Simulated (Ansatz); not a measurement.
Ansatz (a program for electronic structure) input (MP2/LANL2DZ): The .json file is the Basis Set Exchange's LANL2DZ.

Ansatz 0.2 input:
```yaml
crystal:
  periodic: [false, false, false]
  atoms:
    - {symbol: N, position_ang: [-1.51643700, -0.02385100, 0.34063200]}
    - {symbol: Si, position_ang: [0.05434000, -0.24481600, -0.29945000]}
    - {symbol: F, position_ang: [0.98123700, -0.76350400, 0.89919600]}
    - {symbol: F, position_ang: [0.57449000, 1.19346800, -0.77454100]}
    - {symbol: H, position_ang: [-1.94345500, -0.76391000, 0.87861800]}
    - {symbol: H, position_ang: [-2.20378800, 0.48862600, -0.19263700]}
basis:
  gaussian:
    orbitals: LANL2DZ.json
magnetization: {spin_polarized: true, initial_magnetization: 1}
correlation: {method: mp2, electrons: outside_noble_gas}
```

Output:

```
Functional definition: HF
integrals: 0.01 GiB planned
455 factors; integrals over basis functions are off by at most 4.7e-4 eV
mean field: 0.08 GiB planned
mean field evaluation 1: about -7026.2013 eV, gradient 2.6e1 eV
mean field evaluation 2: about -7026.2050 eV, gradient 2.6e1 eV
mean field evaluation 4: about -7029.2214 eV, gradient 1.8e0 eV
mean field evaluation 8: about -7029.2697 eV, gradient 2.5e-3 eV
mean field -7029.26971755 eV, -258.3208975097 hartree, gradient 1.5e-6 eV, S^2 0.755210; 0 other end points of the search recorded, 0 dependent functions left out
3 core orbitals not correlated
reference -7029.26971755 eV, -258.3208975097 hartree; 13, 12 occupied and 23, 24 virtual orbitals, 455 factors
second order -10.21137000 eV of doubles, -0.00000000 eV of singles
Total energy: -7039.48108754 eV, -258.6961584355 hartree
```

The geometry given is a B3LYP-D3(BJ)/def2-TZVP minimum.
